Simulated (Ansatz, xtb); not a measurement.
# Two structures of BH9SSi3

Structure a: `B[SiH2][Si@@H]([SiH3])S`, a singlet. Structure b: a singlet given by its coordinates. Both are isolated molecules in the gas phase, relaxed with r2SCAN-D4/def2-SVP; the shapes shown needn't be the lowest conformers.

a (Å):

```xyz
14

B     1.8093    0.9798    0.0727
S    -2.0904   -0.4708    0.4042
Si    1.2240   -0.2977   -1.3317
Si   -0.3030   -1.6079   -0.0664
Si    0.6673   -2.4025    1.9173
H     1.1309    1.9385    0.3581
H     2.7762    0.7479    0.7586
H     2.2813   -1.2254   -1.8459
H     0.4408    0.2711   -2.4719
H    -0.8098   -2.7354   -0.9083
H    -0.2621   -3.3219    2.6403
H     0.9468   -1.2156    2.7862
H     1.9597   -3.1075    1.6508
H    -1.4449    0.4536    1.1510
```

b (Å):

```tsv
atom	x (Å)	y (Å)	z (Å)
B	-1.1790	0.3751	0.7399
S	-1.2671	1.4082	-0.9724
Si	-0.8715	-1.5606	0.2410
Si	0.9784	-1.4458	-1.2192
Si	0.6231	0.7469	-2.0036
H	-2.2336	0.6258	1.2903
H	-0.2115	0.8874	1.2784
H	-1.9712	-2.1532	-0.6006
H	-0.5769	-2.5341	1.3412
H	1.0422	-2.3584	-2.4037
H	2.3124	-1.4413	-0.5409
H	1.5795	1.7894	-1.5318
H	0.3344	0.9662	-3.4526
H	-2.1045	0.6570	-1.7345
```

Close contacts (Å): B1–S2 2.00, B1–Si3 2.02, S2–Si5 2.25, Si3–Si4 2.36, Si4–Si5 2.36, B1–H6 1.22, B1–H7 1.22, S2–H14 1.36, Si3–H8 1.51, Si3–H9 1.50, Si4–H10 1.50, Si4–H11 1.50, Si5–H12 1.49, Si5–H13 1.49.

Question: Estimate which is lower in electronic energy at CCSD(T)/def2-SVP + ΔMP2/def2-TZVPP, and by roughly how much.

Answer: The CCSD(T)/def2-SVP + ΔMP2/def2-TZVPP calculation puts structure b lower, by 17.1 kcal/mol.

The same difference at several levels:

```json
{"level": "r2SCAN-D4/def2-SVP", "geometry": "r2SCAN-D4/def2-SVP", "E(b) − E(a) (kcal/mol)": "−19.8", "departure from the last row (kcal/mol)": "−2.7", "job, with rough time for the two": "optimisation, 2.6 min"}
{"level": "HF/def2-SVP", "geometry": "r2SCAN-D4/def2-SVP", "E(b) − E(a) (kcal/mol)": "−4.6", "departure from the last row (kcal/mol)": "+12.5", "job, with rough time for the two": "part of the CCSD(T) run"}
{"level": "MP2/def2-SVP", "geometry": "r2SCAN-D4/def2-SVP", "E(b) − E(a) (kcal/mol)": "−19.4", "departure from the last row (kcal/mol)": "−2.3", "job, with rough time for the two": "part of the CCSD(T) run"}
{"level": "CCSD(T)/def2-SVP", "geometry": "r2SCAN-D4/def2-SVP", "E(b) − E(a) (kcal/mol)": "−17.7", "departure from the last row (kcal/mol)": "−0.6", "job, with rough time for the two": "single point"}
{"level": "CCSD(T)/def2-SVP + ΔMP2/def2-TZVPP", "geometry": "r2SCAN-D4/def2-SVP", "E(b) − E(a) (kcal/mol)": "−17.1", "departure from the last row (kcal/mol)": "", "job, with rough time for the two": "single point, 36 s"}
```

None of the levels shown reverses the order. The largest departure from CCSD(T)/def2-SVP + ΔMP2/def2-TZVPP is that of HF/def2-SVP, 12.5 kcal/mol. Levels run at GFN2-xTB geometries aren't shown. The last row adds to CCSD(T) the change of the MP2 difference between the two basis sets, here +0.6 kcal/mol.

With thermal terms from frequencies at re-optimised GFN2-xTB minima (ideal gas, soft modes damped towards free rotors, one conformer each, 298.15 K, 1 atm): on the last row, ΔE + ΔZPE = −15.2, ΔH = −16.5, ΔG = −12.8 kcal/mol.

The correlated steps freeze 21 core orbitals. Mirror images aren't counted in ΔG. Programs: Ansatz 0.2.0, xtb 6.7.1; the last row on 2 threads of Intel(R) Xeon(R) 6975P-C (Granite Rapids) on a shared host.
